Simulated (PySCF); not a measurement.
Si(H)(OH)2(SMe), SMILES [SiH](SC)(O)O (CH6O2SSi) at its PBE0/def2-SVP optimised geometry (Å):

```
11

Si    -0.7036    -0.2877     0.0000
O     -1.3675    -1.0814    -1.2927
O      0.9579    -0.2877     0.0000
S     -1.4717    -1.3759     1.6592
C     -0.5376    -0.5538     2.9960
H     -1.0421     1.1590     0.0000
H     -1.3769    -0.6075    -2.1295
H      1.3675    -1.1590     0.0388
H     -0.6146    -1.1980     3.8819
H     -0.9659     0.4298     3.2350
H      0.5212    -0.4393     2.7272
```

Calculation: PySCF with PBE0/def2-TZVP. Cells within 0.4 Å of a nucleus heavier than hydrogen are left out (blank, or x).

Map of the electrostatic potential (hartree/e), clipped to [-0.08, 0.12] on the plane z = 0.0 Å:

```
|33333333333333333333333333333|
|33333333333333333322222222333|
|33333333333333332222222222223|
|33333333333333322222222222222|
|33333333333333222222222222222|
|33333333344333322222222222222|
|33333334456543322222222222222|
|33333335799964322221111222222|
|33333346999995432211111122222|
|33333348999997543211001112222|
|33333458999999754210000111222|
|23333468999999996421000011222|
|23334579999999999996200011222|
|22334699999999999999920011222|
|22335799999xx9999xx9972112223|
|2223479999xxx9999xxx994222233|
|2223479999xxx9999xxx996433333|
|22224699999999999999999644333|
|22223589999999999999999854443|
|22223469999999999999999965444|
|11222357999999999999999965444|
|11122345678998777999999865444|
|11122233445555556799998765444|
|21112222333334445677877655444|
|21111222222233344556665554444|
|22111112222222334445555544444|
|22211111112222333444444444443|
|22222111112222233344444444433|
|22222222222222233333444444333|
```
Scale: ten equal steps from -0.059 (start of '0') to 0.120 (end of '9'), in the order '0123456789'; x runs from -3.50 to 3.50, y from -3.50 (bottom) to 3.50 (top).
